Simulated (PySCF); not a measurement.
## Continuum solvent and chemical shifts

Cartesian coordinates in Å; atom numbers follow the order of the lines, from 1:
```xyz
20

C    -1.859   -0.839    0.802
O    -1.065    0.239    0.387
C     0.240    0.019    0.074
C     0.839   -1.241    0.094
C     2.189   -1.366   -0.242
C     2.933   -0.248   -0.598
C     2.318    1.006   -0.618
C     0.976    1.165   -0.284
C     0.299    2.513   -0.271
O    -0.838    2.582   -1.084
H    -2.853   -0.433    1.025
H    -1.452   -1.313    1.712
H    -1.954   -1.605    0.013
H     0.268   -2.128    0.368
H     2.654   -2.354   -0.225
H     3.987   -0.347   -0.865
H     2.894    1.891   -0.903
H     1.008    3.273   -0.634
H     0.062    2.776    0.782
H    -1.433    1.894   -0.760
```

GIAO PBE0/pcSseg-1 in PySCF 2.14.0 with density-fitted response routines on one PBE0-D3(BJ)/def2-SVP conformer, non-relativistic, equivalent nuclei averaged. Solvents enter as an IEF-PCM continuum (methanol with ε = 32.6, acetonitrile with ε = 35.7) around the gas-phase geometry. Shifts are referred to TMS computed in the same medium.

Gas phase, δ in ppm: C3 163.0, C8 136.3, C7 134.2, C5 133.8, C6 125.7, C4 111.9, C9 66.9, C1 53.9, H15 7.36, H17 7.24, H16 7.06, H14 6.70, H18/H19 4.58, H11/H12/H13 3.78. Dipole moment 3.13 D.

(1) How does each δ change in the continuum?

(2) Which of the listed nuclei move most (in ppm), and what does the model miss? (N and O are left out, as their reference compounds move with the solvent too.)

Results:

(1) 
```
      atoms                                              environment  Δδ, methanol  Δδ, acetonitrile
         C3                           aromatic carbon bearing oxygen          +1.8              +1.8
         C8                              substituted aromatic carbon          -0.6              -0.6
         C7                                              aromatic CH          +0.9              +0.9
         C5                                              aromatic CH          +2.3              +2.4
         C6                                              aromatic CH          +0.6              +0.6
         C4                                              aromatic CH          +3.0              +3.0
         C9                 sp3 CH2 bonded to O, on an aromatic ring          +0.3              +0.3
         C1                                methyl carbon bonded to O          +1.5              +1.5
        H15                               hydrogen on an aromatic CH         +0.26             +0.27
        H17                               hydrogen on an aromatic CH         +0.20             +0.20
        H16                               hydrogen on an aromatic CH         +0.17             +0.17
        H14                               hydrogen on an aromatic CH         +0.41             +0.42
    H18/H19  hydrogen on an sp3 CH2 bonded to O, on an aromatic ring         +0.10             +0.10
H11/H12/H13                  hydrogen on a methyl carbon bonded to O         +0.18             +0.18
```

Changes are relative to the gas phase. The dipole moment becomes 3.85 D in methanol, 3.85 D in acetonitrile.

(2) C4 (aromatic CH, +3.0 ppm) in acetonitrile. A continuum only polarises the solute; specific hydrogen bonds, the anisotropy of aromatic solvents and changes of geometry or conformer are outside it.
